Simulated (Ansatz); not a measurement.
Several settings on one geometry of the cluster Ga₃H₂ (that of the charge 0 doublet, r2SCAN-D4/def2-SVP). Ansatz on 4 threads of Arm Neoverse V2 on a shared host; times are rough.

Cartesian coordinates in Å:
```
Ga 1.071 -0.631 0.557
Ga 0.940 -0.135 -1.815
Ga -1.035 0.627 -0.627
H -2.427 1.226 -0.147
H 1.451 -1.086 2.032
```

Totals from different functionals, basis sets or treatments of relativity can't be compared as stabilities.

The spins typed aren't always the lowest for that charge.

Problem. Give the basis size and estimate the energy, ⟨S²⟩, dipole and time of these runs.

```
run             method  charge    state                                               further keys
  1  UKS B97/def2-SVPD       0  quartet                      nuclear_model: gaussian; forces asked
  2     RKS PBE/STO-3G      -1  singlet                             scf: {lower_state_search: off}
  3    UKS B97/pcseg-2       0  doublet  scf: {omitted_lower_state_checks: [starts]}; forces asked
```

Solution. 
```tsv
run	functions	energy (Eh)	⟨S²⟩	dipole (D)	wall time
1	130	-5774.6256	3.75	0.31	18 s
2	56	-5706.9216	–	–	0.75 s
3	157	-5775.5875	0.75	0.06	12 s
```

The highest occupied level of an anion often lies above zero with these methods, and sets without diffuse functions describe the outer electron poorly.
